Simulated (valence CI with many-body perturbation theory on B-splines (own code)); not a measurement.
Results of a calculation; reference values are marked as such.
**Hyperfine factors and g values of Cr⁸⁺**

Level of theory: configuration interaction combined with many-body perturbation theory (CI+MBPT): six valence electrons over a frozen Dirac-Fock core [Ne], radial functions for each j: 9 s, 9 p, 8 d, 6 f, 3 g, 1 h, with the one-electron correlation potential Σ1 (screened to all orders), the two-electron term Σ2, the three-electron term Σ3, Breit, model QED; selected single and double excitations, second order for the rest, scaled by the run's own slope (own B-spline code, finite nucleus).

No measured levels were compared; by estimate levels of excited configurations hold to 0.05 to 0.15 % of their energy, terms of the ground configuration to about 0.5 %. Among the levels kept, up to 800 cm⁻¹ of a level comes from second order outside the variational space, and about a tenth of that is noise between levels of different J, which matters for small intervals.

A/g_I is the dipole constant over the nuclear g factor μ/I (μ in nuclear magnetons, uniformly magnetised nucleus), B/Q the quadrupole constant per barn. Both hold the static response of the core; the bare values leave it out. Large factors of s and p1/2 electrons are usually good to 5 to 10 %; those of open d and f shells near neutrality can be off by tens of per cent, and small factors of p3/2, d and f electrons come from cancelling terms and can be off by a factor of two or in sign, in half-filled shells by more. B is blank for J = 1/2, where it vanishes, and for nearly pure S terms. Energies count from the lowest level. Levels with J = 0 are left out.

Names give the largest LS component (configuration and term), which can be under half, so a name can repeat, a term be missing and a line seem to break the LS rules; names also repeat where a configuration has a term twice. Letters in brackets count levels of one name in rising energy.

```tsv
Level	E (cm⁻¹)	g	A/g_I (MHz)	A/g_I bare	B/Q (MHz/b)	B/Q bare
3s²3p⁴ ³P_2	0	1.487	2980	2920	4670	4410
3s²3p⁴ ³P_1	7823	1.501	-6.25	123	-2480	-2350
3s²3p⁴ ¹D_2	30445	1.013	5490	5210	-9690	-9160
3s3p⁵ ³P°_2	238920	1.500	12500	11800	-4510	-4270
3s3p⁵ ³P°_1	245180	1.497	13000	12400	2280	2160
3s3p⁵ ¹P°_1	305600	1.002	6360	6020	-3800	-3600
3s²3p³3d ⁵D°_1	327720	1.498	519	715	-295	-312
3s²3p³3d ⁵D°_2	327870	1.497	564	744	-167	-178
3s²3p³3d ⁵D°_3	328100	1.496	542	705	230	240
3s²3p³3d ⁵D°_4	328580	1.497	350	496	753	804
3s²3p³3d ³D°_2 [a]	350640	1.124	1600	1600	1070	1030
3s²3p³3d ³D°_3 [a]	351570	1.324	541	654	2630	2520
3s²3p³3d ³D°_1 [a]	352610	0.502	4250	3980	492	477
3s²3p³3d ³F°_2 [a]	358740	0.714	3950	3750	-6050	-5700
3s²3p³3d ³F°_3 [a]	360980	1.092	3080	3010	-6080	-5730
3s²3p³3d ³F°_4 [a]	363840	1.247	2450	2430	-7120	-6700
3s²3p³3d ³G°_3	381370	0.762	2240	2160	1740	1730
3s²3p³3d ³G°_4	382210	1.059	2110	2080	2150	2120
3s²3p³3d ³G°_5	383370	1.200	2730	2670	773	826
3s²3p³3d ¹G°_4	390370	1.013	2770	2690	1240	1270
3s²3p³3d ¹D°_2	395720	1.000	2080	2060	4580	4360
3s²3p³3d ³D°_1 [b]	411330	0.522	1440	1380	-2200	-2070
3s²3p³3d ³F°_3 [b]	411440	1.079	2440	2410	5360	5130
3s²3p³3d ³F°_4 [b]	411580	1.233	1630	1650	6280	6020
3s²3p³3d ³F°_2 [b]	412460	0.709	3160	3030	6610	6310
3s²3p³3d ³P°_1	412720	1.479	-425	-146	-101	-99.7
3s²3p³3d ³D°_2 [b]	415950	1.144	1350	1410	-3580	-3380
3s²3p³3d ³P°_2	418300	1.478	-607	-372	3750	3580
3s²3p³3d ³D°_3 [b]	421360	1.321	1640	1690	-4320	-4050
```

(1) Take the isotope of mass number 53, with I = 3/2, μ = -0.47431 μN and Q = -0.15 b. What is the hyperfine structure of 3s3p⁵ ¹P°_1?

Results:

(1) From the table A = -2010 MHz, B = 571 MHz. Shifts from the centre of gravity in MHz: F = 1/2: 5740, F = 3/2: 1440, F = 5/2: -2870.
